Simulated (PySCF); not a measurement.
## O (oxygen, neutral) across methods

[He] 2s1 2p5, high-spin 3P determinant (an excited configuration). All numbers are calculated (PySCF 2.14, the spin-free X2C one-electron Hamiltonian (Gaussian nucleus), in x2c-TZVPPall (5s3p2d1f, 31 functions)).

```
 method  E (hartree)  mean ε 2s α (eV)  mean ε 2p α (eV)  mean ε 2p β (eV)  Σ⟨r²⟩ (bohr²)   ⟨S²⟩
  wB97X     -74.5708           -31.917           -15.510           -11.819          11.88  2.010
 r2SCAN     -74.5534           -27.697           -11.472            -7.789          11.84  2.012
    PBE     -74.5288           -25.809           -10.672            -7.637          11.95  2.006
   PBE0     -74.5134           -29.461           -13.008            -9.095          11.85  2.009
r2SCAN0     -74.5366           -30.786           -13.613            -9.189          11.81  2.015
  B97-3     -74.5623           -29.626           -13.075            -9.245          11.84  2.010
    UHF    -74.24606           -40.032           -19.675           -12.089          11.85  2.034
    LDA     -74.0503           -25.572           -10.828            -7.727          12.04  2.007
```

Q: Estimate the same row for BHandHLYP.

A: E (hartree) = -74.5506; mean ε 2s α (eV) = -32.920; mean ε 2p α (eV) = -15.248; mean ε 2p β (eV) = -10.560; Σ⟨r²⟩ (bohr²) = 11.83; ⟨S²⟩ = 2.014.
